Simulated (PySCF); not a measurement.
2-(1-methylpyrrol-2-yl)-1,3,4-oxadiazole (C₇H₇N₃O), SMILES Cn1cccc1-c1nnco1.

The structure is a stationary point at r2SCAN-D4/def2-SVP. Other conformers were not sampled.

Vertical ionisation energy (IE) and electron affinity (EA) in eV. Rows of orbital energies are one-electron estimates. Where ΔSCF, EOM or ADC give a negative EA the extra electron is unbound and the value depends on the basis.

```csv
level,IE,EA
"−ε(HOMO), −ε(LUMO), CAM-B3LYP/def2-SVP (PySCF)",[?],[?]
"−ε(HOMO), −ε(LUMO), PBE/def2-SVP (PySCF)",5.25,1.75
```

Q: What belongs in the gaps? (An estimate is asked for; the answer gives what the named calculation found.)

A: 
- −ε(HOMO), −ε(LUMO), CAM-B3LYP/def2-SVP (PySCF), IE: 7.34
- −ε(HOMO), −ε(LUMO), CAM-B3LYP/def2-SVP (PySCF), EA: -0.18
